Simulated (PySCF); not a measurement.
dimethylether (C2H6O), singlet, geometry from GFN2-xTB. Base run: M06L/6-31G run with PySCF.

The PySCF input:
```python
from pyscf import gto, scf, dft

mol = gto.Mole()
mol.atom = '''
    C     0.00099851    1.16873097   -0.19848430
    O    -0.01628759    0.00218327    0.58181294
    C     0.00986179   -1.17018674   -0.18945932
    H    -0.02161777    2.00849292    0.49284563
    H     0.90959852    1.22471949   -0.81180039
    H    -0.87229477    1.21777466   -0.86165763
    H    -0.00640972   -2.00473598    0.50833112
    H    -0.86301533   -1.23096373   -0.85220890
    H     0.91887796   -1.22401890   -0.80235166
'''
mol.basis = '6-31g'
mol.verbose = 4
mol.build()

mf = dft.RKS(mol)
mf.xc = 'm06l'
mf.kernel()
mf.analyze()
```

The base run was repeated with changes; each row names its change, and settings that it needs were set with it.

```json
[
 {"change": "base", "ΔE vs base (µEh)": "0.0", "grid points": "101168", "electrons on the grid": "25.99998"},
 {"change": "grids.radi_method = delley", "ΔE vs base (µEh)": "7.3", "grid points": "109808", "electrons on the grid": "25.99998"},
 {"change": "grids.level = 4", "ΔE vs base (µEh)": "11.5", "grid points": "179728", "electrons on the grid": "26.00000"},
 {"change": "grids.prune = dft.gen_grid.sg1_prune", "ΔE vs base (µEh)": "-170", "grid points": "44936", "electrons on the grid": "25.99997"},
 {"change": "grids.becke_scheme = stratmann", "ΔE vs base (µEh)": "-11.6", "grid points": "101168", "electrons on the grid": "25.99998"},
 {"change": "grids.atom_grid = (99, 590)", "ΔE vs base (µEh)": "10.9", "grid points": "293120", "electrons on the grid": "26.00000"},
 {"change": "grids.atom_grid = (75, 302)", "ΔE vs base (µEh)": "2.3", "grid points": "131352", "electrons on the grid": "25.99998"},
 {"change": "grids.atom_grid = (150, 974)", "ΔE vs base (µEh)": "9.0", "grid points": "732784", "electrons on the grid": "26.00000"},
 {"change": "grids.level = 1", "ΔE vs base (µEh)": "-487", "grid points": "30376", "electrons on the grid": "25.99981"},
 {"change": "grids.prune = dft.gen_grid.treutler_prune", "ΔE vs base (µEh)": "-154", "grid points": "86624", "electrons on the grid": "25.99999"},
 {"change": "grids.level = 5", "ΔE vs base (µEh)": "8.3", "grid points": "270176", "electrons on the grid": "26.00000"}
]
```
